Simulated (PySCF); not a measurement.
# `C[S][GeH2][CH](F)F`, C₂H₆F₂GeS

Geometry:
| atom | x (Å) | y (Å) | z (Å) |
| --- | --- | --- | --- |
| C1 | 2.521 | -0.067 | 0.079 |
| S2 | 0.962 | -0.363 | -0.830 |
| Ge3 | -0.497 | 0.183 | 0.732 |
| C4 | -2.332 | -0.124 | -0.033 |
| F5 | -2.884 | -1.207 | 0.573 |
| F6 | -3.126 | 0.936 | 0.271 |
| H7 | 2.563 | -0.702 | 0.959 |
| H8 | 3.322 | -0.326 | -0.605 |
| H9 | 2.595 | 0.980 | 0.357 |
| H10 | -0.350 | -0.666 | 1.975 |
| H11 | -0.379 | 1.636 | 1.141 |
| H12 | -2.394 | -0.283 | -1.117 |

Computed, not measured: GIAO HF/pcSseg-1 magnetisability, rotational g tensor and spin-rotation constants, non-relativistic, gas phase (PySCF). Geometry: GFN2-xTB.

The calculation is non-relativistic, which matters for the atoms heavier than Zn.

**Question.** Give the nuclear spin-rotation constants along the inertial axes (H = +C I·J) beside the isotropic shieldings.

**Answer.** Rotational constants 4.5511, 0.9289, 0.8902 GHz. A star marks the isotopologue with that one atom substituted, in its own axes.
| atom | isotope | Caa (kHz) | Cbb (kHz) | Ccc (kHz) | mean (kHz) | σ (ppm) |
| --- | --- | --- | --- | --- | --- | --- |
| F5 | 19F | 1.687 | 0.648 | 0.811 | 1.049 | 356.4 |
| F6 | 19F | 2.401 | 1.079 | 0.262 | 1.247 | 356.2 |
| H7 | 1H | -0.478 | -0.103 | 0.013 | -0.189 | 30.2 |
| H8 | 1H | -0.089 | -0.068 | -0.092 | -0.083 | 29.9 |
| H9 | 1H | -0.479 | -0.013 | -0.072 | -0.188 | 30.1 |
| H10 | 1H | -0.419 | -0.087 | 0.029 | -0.159 | 27.6 |
| H11 | 1H | -0.420 | 0.010 | -0.063 | -0.158 | 27.6 |
| H12 | 1H | -0.434 | 0.009 | -0.040 | -0.155 | 26.2 |
| C1 | 13C* | 0.551 | 0.112 | 0.108 | 0.257 | 180.7 |
| S2 | 33S* | 0.254 | 0.130 | 0.141 | 0.175 | 797.2 |
| Ge3 | 73Ge* | -1.089 | -0.248 | -0.231 | -0.523 | 1558.4 |
| C4 | 13C* | 1.260 | 0.248 | 0.236 | 0.581 | 81.4 |

For the geometry as given, no vibrational averaging.

**Question.** How do the rotational constants and the g tensor change when H7, H8, H9, H10, H11, H12 are replaced by deuterium?

**Answer.** Constants 4.0761, 0.8596, 0.8239 GHz; g -0.0310, -0.0082, -0.0074, against -0.0345, -0.0086, -0.0080 before.
